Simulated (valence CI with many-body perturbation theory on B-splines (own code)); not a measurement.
**Level structure of Zn¹⁷⁺**

Level of theory: configuration interaction combined with many-body perturbation theory (CI+MBPT): three valence electrons over a frozen Dirac-Fock core [Ne], a basis of 11 s, 11 p, 10 d, 8 f, 5 g, 2 h functions for each j, with the one-electron correlation potential Σ1 (screened to all orders), the two-electron term Σ2, the three-electron term Σ3, Breit, model QED; selected single and double excitations, second order for the rest, scaled by the run's own slope (own B-spline code, finite nucleus).

No measured spectrum was set against this ion. As an estimate, levels of excited configurations hold to 0.05 to 0.15 % of their energy, terms of the ground configuration to about 0.5 %.

Levels 91 to 135 of 158, with energies above the lowest level, 3s2 3p 2P°_1/2. "Leading %" is the weight of the configuration and term that name the level; weights of strongly mixed levels are sums over their largest components and can fall short. In the jj column 3d3/2^4 stands for four electrons in 3d with j = 3/2. Lifetimes count E1, E2, E3, M1 and M2 decay at the calculated energies, and are blank where another channel may lead or the interval is too uncertain; long ones can be off by a factor of two.

```
No.  Configuration  Term     J  E (eV)  Leading %  Lifetime                Leading jj  Second component
 91         3p 3d2   2F°   7/2  225.36         82   29.3 ps      3p1/2 3d5/2^2 (42 %)    8 % 3p 3d2 4D°
 92         3p 3d2   2F°   5/2  225.82         36   27.2 ps      3p1/2 3d5/2^2 (32 %)   15 % 3p 3d2 4D°
 93         3p 3d2   4D°   1/2  225.97         70   22.6 ps  3p1/2 3d3/2 3d5/2 (76 %)   15 % 3p 3d2 2S°
 94         3p 3d2   2S°   1/2  226.39         50   17.6 ps      3p1/2 3d3/2^2 (44 %)   27 % 3p 3d2 4D°
 95         3p 3d2   4D°   3/2  227.27         58   17.8 ps  3p1/2 3d3/2 3d5/2 (29 %)   33 % 3p 3d2 4F°
 96         3p 3d2   4F°   3/2  227.66         52   16.1 ps  3p3/2 3d3/2 3d5/2 (35 %)   22 % 3p 3d2 2D°
 97         3p 3d2   4F°   5/2  227.92         82   13.5 ps  3p1/2 3d3/2 3d5/2 (44 %)   10 % 3p 3d2 2D°
 98         3p 3d2   4F°   7/2  228.06         55   16.1 ps  3p1/2 3d3/2 3d5/2 (34 %)   16 % 3p 3d2 2G°
 99         3p 3d2   2G°   9/2  228.19         53   21.0 ps  3p1/2 3d3/2 3d5/2 (66 %)   22 % 3p 3d2 4F°
100         3p 3d2   4D°   5/2  229.05         69   23.8 ps  3p3/2 3d3/2 3d5/2 (43 %)   18 % 3p 3d2 2D°
101         3p 3d2   2G°   7/2  229.58         75   20.6 ps  3p3/2 3d3/2 3d5/2 (53 %)    6 % 3p 3d2 4D°
102         3p 3d2   4F°   9/2  229.96         69   16.9 ps      3p3/2 3d5/2^2 (43 %)   22 % 3p 3d2 2H°
103         3p 3d2   4D°   7/2  230.17         65   19.5 ps  3p3/2 3d3/2 3d5/2 (57 %)   30 % 3p 3d2 4F°
104         3p 3d2   4P°   3/2  230.24         88   18.8 ps  3p1/2 3d3/2 3d5/2 (29 %)    6 % 3p 3d2 4D°
105         3p 3d2   4P°   1/2  231.28         65   16.7 ps  3p3/2 3d3/2 3d5/2 (63 %)   34 % 3p 3d2 2S°
106         3p 3d2   4P°   5/2  232.17         82   17.7 ps  3p3/2 3d3/2 3d5/2 (66 %)   13 % 3p 3d2 4D°
107         3p 3d2   2H°   9/2  232.92         56   27.8 ps      3p3/2 3d5/2^2 (51 %)   38 % 3p 3d2 2G°
108         3p 3d2   4D°   3/2  233.67         81   10.1 ps      3p3/2 3d3/2^2 (52 %)   11 % 3p 3d2 2P°
109         3p 3d2   4D°   1/2  233.87         95   10.0 ps      3p3/2 3d3/2^2 (71 %)                  
110         3p 3d2   4D°   5/2  233.88         83   10.7 ps  3p3/2 3d3/2 3d5/2 (56 %)   10 % 3p 3d2 4P°
111         3p 3d2   4D°   7/2  233.88         94   10.5 ps  3p3/2 3d3/2 3d5/2 (38 %)    4 % 3p 3d2 4F°
112         3p 3d2   2H°  11/2  234.97        100   40.0 ps  3p3/2 3d3/2 3d5/2 (77 %)                  
113         3p 3d2   2P°   3/2  235.27         77   10.2 ps  3p3/2 3d3/2 3d5/2 (42 %)   13 % 3p 3d2 4D°
114         3p 3d2   2P°   1/2  237.16         94   10.6 ps      3p3/2 3d5/2^2 (58 %)                  
115         3p 3d2   4S°   3/2  238.66         93   7.59 ps  3p3/2 3d3/2 3d5/2 (44 %)    4 % 3p 3d2 4P°
116         3p 3d2   2F°   5/2  239.42         89   12.0 ps  3p3/2 3d3/2 3d5/2 (42 %)    4 % 3p 3d2 2D°
117         3p 3d2   2F°   7/2  240.33         96   15.1 ps  3p3/2 3d3/2 3d5/2 (46 %)                  
118         3p 3d2   2D°   3/2  241.90         86   10.3 ps  3p3/2 3d3/2 3d5/2 (50 %)    7 % 3p 3d2 2P°
119         3p 3d2   2P°   1/2  242.98         98   17.5 ps      3p1/2 3d5/2^2 (29 %)                  
120         3p 3d2   2D°   5/2  243.28         88   10.4 ps      3p3/2 3d5/2^2 (50 %)    4 % 3p 3d2 2F°
121         3p 3d2   2F°   7/2  244.76         67   10.7 ps  3p1/2 3d3/2 3d5/2 (44 %)   25 % 3p 3d2 2G°
122         3p 3d2   2P°   3/2  246.23         93   17.6 ps      3p3/2 3d5/2^2 (75 %)                  
123         3p 3d2   2F°   5/2  246.71         97   12.6 ps  3p3/2 3d3/2 3d5/2 (74 %)                  
124         3p 3d2   2G°   9/2  246.77         98   10.7 ps  3p3/2 3d3/2 3d5/2 (64 %)                  
125         3p 3d2   2G°   7/2  247.84         68   11.1 ps  3p3/2 3d3/2 3d5/2 (44 %)   27 % 3p 3d2 2F°
126         3p 3d2   2D°   5/2  252.42         96   9.12 ps  3p3/2 3d3/2 3d5/2 (37 %)                  
127         3p 3d2   2D°   3/2  252.50         92   8.70 ps  3p3/2 3d3/2 3d5/2 (45 %)                  
128         3p 3d2   2P°   1/2  255.47         97   7.57 ps  3p3/2 3d3/2 3d5/2 (57 %)                  
129         3p 3d2   2P°   3/2  256.13         92   7.53 ps      3p3/2 3d5/2^2 (44 %)                  
130         3s2 4s    2S   1/2  277.09         96   1.56 ps            3s^2 4s (96 %)                  
131            3d3    4F   3/2  295.12         99   10.5 ps            3d3/2^3 (40 %)                  
132            3d3    4F   5/2  295.40         99   10.7 ps      3d3/2^2 3d5/2 (78 %)                  
133         3s2 4p   2P°   1/2  295.53         95   6.15 ps         3s^2 4p1/2 (95 %)                  
134            3d3    4F   7/2  295.75         99   11.0 ps      3d3/2 3d5/2^2 (75 %)                  
135            3d3    4F   9/2  296.15         98   11.4 ps      3d3/2 3d5/2^2 (49 %)
```

Names give the largest LS component (configuration and term), which can be under half, so a name can repeat, a term be missing and a line seem to break the LS rules; names also repeat where a configuration has a term twice.

Where two levels of one J and parity lie close, their mixing, g and order are uncertain.
